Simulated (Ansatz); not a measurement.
AlGe3H9, SMILES `[GeH3][Al]([GeH3])[GeH3]`. Charge 0, multiplicity 1.

Cartesian coordinates in Å:
```
Ge -2.080 -0.401 1.298
Al 0.007 0.016 0.023
Ge 0.368 2.185 -1.124
Ge 1.719 -1.771 -0.152
H -3.137 -1.034 0.367
H -2.710 0.882 1.874
H -1.881 -1.385 2.468
H 1.859 2.557 -1.248
H -0.347 3.364 -0.436
H -0.187 2.108 -2.563
H 1.125 -3.189 -0.050
H 2.733 -1.632 1.004
H 2.531 -1.702 -1.460
```

(1) What are the harmonic wavenumbers in cm⁻¹ at PBE0-D4/def2-TZVP (Ansatz, finite differences of forces, unscaled)? (Estimate.)

Results:

(1) The calculation gave: 20i, 19, 27, 57, 57, 102, 169, 330, 338, 353, 360, 371, 421, 462, 463, 767, 768, 808, 874, 880, 880, 881, 881, 887, 2111, 2112, 2114, 2126, 2127, 2129, 2130, 2133, 2134.
